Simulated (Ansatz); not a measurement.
This geometry of Cl3GeH + H4OSi (11 atoms, charge 0, multiplicity 1) is a first-order saddle point.

Level of theory: RKS PBE/def2-SVP (Ansatz).

```xyz
11
Properties=species:S:1:pos:R:3
Ge -0.169 0.028 -0.098
Cl -0.323 0.904 2.389
H 1.135 -0.636 0.366
Cl -0.172 2.041 -0.865
Cl -0.667 -1.140 -1.922
O -1.825 -0.462 0.723
Si -3.288 -1.181 0.104
H -3.042 -2.620 -0.214
H -4.226 -1.038 1.263
H -3.767 -0.404 -1.079
H -1.552 0.075 1.705
```

Q: Which two structures does it join? (They come from a converged band through this point; their orientation in space is the band's.)

A: Bonds broken: Ge1–Cl2, O6–H11. Bonds formed: Ge1–O6, Cl2–H11. Cl3GeH + H4OSi becomes Cl2GeH4OSi + ClH.

Image 0:

```xyz
11
Properties=species:S:1:pos:R:3
Ge 0.776 0.132 -0.066
Cl 0.091 -0.296 1.960
H 2.315 0.046 -0.072
Cl 0.125 2.103 -0.617
Cl -0.049 -1.336 -1.408
O -2.807 0.253 0.538
Si -3.798 -1.078 0.264
H -3.024 -2.372 0.193
H -4.853 -1.235 1.334
H -4.475 -0.826 -1.050
H -2.197 0.176 1.296
```

Image 6:

```xyz
11
Properties=species:S:1:pos:R:3
Ge -0.283 -0.069 -0.474
Cl -0.493 0.456 3.214
H 0.984 -0.164 0.387
Cl -0.616 1.924 -1.230
Cl -0.245 -1.441 -2.150
O -1.695 -0.528 0.533
Si -3.255 -1.039 0.052
H -3.236 -2.500 -0.289
H -4.137 -0.790 1.237
H -3.714 -0.237 -1.131
H -1.206 -0.046 2.223
```

Q: How far does it lie above each of them?

A: 13.1 kcal/mol above the first and 10.4 kcal/mol above the second. This is the barrier of this one path; another mechanism may lie lower. The orbitals stay closed-shell, which can raise the energy where a bond breaks towards radicals; this wasn't checked here.

The run took 4 min on 4 threads of Arm Neoverse V2, on a shared host, peak memory 0.24 GiB.
